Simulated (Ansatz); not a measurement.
Basis-set extrapolation for C2H6KN (`C[N](C)[K]`) (PBE0-D4/def2-TZVP geometry, frozen core, Ansatz 0.2.0). Multiplicity 1, RHF reference. For K the program correlates outer-core shells too, which these sets cover unevenly, so the extrapolated numbers aren't a true limit.

```
                      def2-TZVPP   def2-QZVPP
                 HF  -732.836068  -732.856154
    MP2 correlation    -0.747932    -0.836800
CCSD(T) correlation    -0.813574      not run
```

Energies in hartree. Use E(X) = E(∞) + A·exp(−7.88·√X) for Hartree–Fock and E(X) = E(∞) + B·X^(−2.97) for correlation, with X = 3 and 4, and add CCSD(T) minus MP2 of the smaller set to the MP2 limit.

Problem. What is the CCSD(T) energy at the basis-set limit?

Solution. HF limit: -732.856154 + (-0.020086) × 0.13774 = -732.85892. MP2 limit: -0.836800 + (-0.088868) × 0.74074 = -0.90263. Higher-order term: -0.813574 − (-0.747932) = -0.06564. Total: -733.82719 hartree, 4.83 eV below CCSD(T)/def2-TZVPP.
